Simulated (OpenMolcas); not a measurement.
## Rh2+: moving or changing the point charges

Rh2+ among 6 point charges of -1 e arranged as an octahedron (Oh), 2.15 Å from the ion.
```
   2.1500    0.0000    0.0000  -1.00
   0.0000    2.1500    0.0000  -1.00
  -2.1500    0.0000    0.0000  -1.00
   0.0000   -2.1500    0.0000  -1.00
   0.0000    0.0000    2.1500  -1.00
   0.0000    0.0000   -2.1500  -1.00
```

- Program: OpenMolcas
- Method: SS-CASPT2, IPEA 0.25 Eh, imaginary shift 0.1 Eh (closed shells correlated: 4s 4p)
- Basis: ANO-RCC-VDZP [6s5p3d1f]
- Scalar Hamiltonian: DKH2, point nucleus
- Active space: 7 electrons in 5 orbitals (4d)
- State averaging: 2S+1 = 4 even, 10 roots; 2S+1 = 2 even, 40 roots
- Spin-orbit coupling: RASSI with atomic mean-field integrals over the reference wave functions

Runs around this geometry, states (labels of O, the rotations of Oh). Energies in cm-1 above the lowest state or level, χT in cm3 K/mol; under a threefold ground state the first gap can be a small split of the lowest multiplet, not the spin-orbit step.

```json
{"R (Å)": "2.15", "q (e)": "-0.65", "Ground state": "4T1", "First state of that spin": "4T2 2270", "First gap with spin-orbit (degeneracies)": "510 (2, 4)", "χT at 300 K": "4.254", "First state of another spin": "2E 12690"}
{"R (Å)": "2.15", "q (e)": "-1", "Ground state": "4T1", "First state of that spin": "4T2 4310", "First gap with spin-orbit (degeneracies)": "680 (2, 4)", "χT at 300 K": "3.736", "First state of another spin": "2E 11920"}
{"R (Å)": "2.39", "q (e)": "-1", "Ground state": "4T1", "First state of that spin": "4T2 2420", "First gap with spin-orbit (degeneracies)": "530 (2, 4)", "χT at 300 K": "4.199", "First state of another spin": "2E 12740"}
```

Taking the first state of the same spin as R^-n, n = -ln(2420 / 4310) / ln(2.39 / 2.15) = 5.5 between the shortest and longest distance.

Scaling the charges by -0.65 / -1 = 0.65 scales the first state of the same spin by 2270 / 4310 = 0.53; with fixed orbitals a first-order splitting would follow the charge.

Roots that are degenerate in the reference are averaged as groups; the widest CASPT2 spread within a group is 230 cm-1 (the 3-fold group of multiplicity 4 near 2420 cm-1 above the lowest state of its run, R = 2.39, q = -1). Shifts and gaps below about the spread of the groups concerned are not significant. An orbital triplet at a regular site is open to Jahn-Teller coupling, which can distort the site and quench the lowest spin-orbit gaps and is left out. Point charges give a weaker field than real ligands, and real ions of this kind are as a rule low spin; the high spin found here belongs to the model. Free-ion shares, where given, are those of the reference states; single-state CASPT2 does not remix them. Point charges carry no covalency, so the field is a model and not that of real ligands. No measured value stands beside these numbers.
